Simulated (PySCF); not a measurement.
C3H, SMILES [CH+][C][C] (connectivity only; charge and spin as stated), charge +1, multiplicity 1. The structure is a stationary point at PBE-D3(BJ)/def2-TZVP.

These are PBE-D3(BJ)/def2-TZVP run with PySCF values and carry that method's errors.

Harmonic wavenumbers (cm⁻¹): 132, 132, 799, 799, 1157, 2108, 3231. Rotational constants (GHz): 11.01 (linear); symmetry number 1.

Q: Work out the zero-point energy and the ideal-gas rigid-rotor harmonic-oscillator thermochemistry at 298.15 K and 1 atm.

A: ZPE = ½ Σ hcν = ½ × 8359 cm⁻¹ = 50.00 kJ/mol. H − E(el) = 62.68 kJ/mol. Entropy in J/(mol K): translation 153.79, rotation 60.99, vibration 26.34, total 241.12. G − E(el) = -9.21 kJ/mol. Cp = 51.65 J/(mol K). Modes under 150 cm⁻¹ make the vibrational entropy uncertain.
